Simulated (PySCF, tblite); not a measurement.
Isomers of C2H10N2Si2. Method: GFN2-xTB as coded in tblite; computed harmonic values from a numerical Hessian at the method's own geometry, unscaled. The method is semi-empirical: single wavenumbers can be off by several per cent or more. Modes of hydrogen on silicon can be 10 to 20 % off. One conformer each.

Electronic energies: PBE0/pcSseg-1 single points on the GFN2-xTB geometries (PySCF, gas phase).

| SMILES | electronic energy, lowest = 0 (kJ/mol) |
| --- | --- |
| [SiH3]/N=C/CN[SiH3] | 103.1 |
| C=N[Si@](C)(N)[SiH3] | 0.0 |
| C=N[SiH2]N(C)[SiH3] | 53.7 |

Problem. How do GFN2-xTB zero-point energies change the relative energies?

Solution. 
```json
{"SMILES": "C=N[Si@](C)(N)[SiH3]", "ZPE (kJ/mol)": "302.3", "of it from modes above 1550 cm⁻¹": "181.3", "electronic (kJ/mol)": "0.0", "with ZPE, lowest = 0 (kJ/mol)": "0.0", "lowest mode (cm⁻¹)": "2", "rings": "0"}
{"SMILES": "C=N[SiH2]N(C)[SiH3]", "ZPE (kJ/mol)": "296.2", "of it from modes above 1550 cm⁻¹": "165.0", "electronic (kJ/mol)": "53.7", "with ZPE, lowest = 0 (kJ/mol)": "47.6", "lowest mode (cm⁻¹)": "44", "rings": "0"}
{"SMILES": "[SiH3]/N=C/CN[SiH3]", "ZPE (kJ/mol)": "292.6", "of it from modes above 1550 cm⁻¹": "163.1", "electronic (kJ/mol)": "103.1", "with ZPE, lowest = 0 (kJ/mol)": "93.4", "lowest mode (cm⁻¹)": "51", "rings": "0"}
```

The zero-point energies span 9.7 kJ/mol, from `[SiH3]/N=C/CN[SiH3]` to `C=N[Si@](C)(N)[SiH3]`. The order is unchanged.

Problem. And how do the electronic energies of GFN2-xTB itself compare?

Solution. `C=N[Si@](C)(N)[SiH3]` 140.7; `C=N[SiH2]N(C)[SiH3]` 0.0; `[SiH3]/N=C/CN[SiH3]` 18.1 kJ/mol, lowest = 0. Against the energies above, taken from the same isomer `C=N[Si@](C)(N)[SiH3]`, the largest difference is 225.7 kJ/mol.
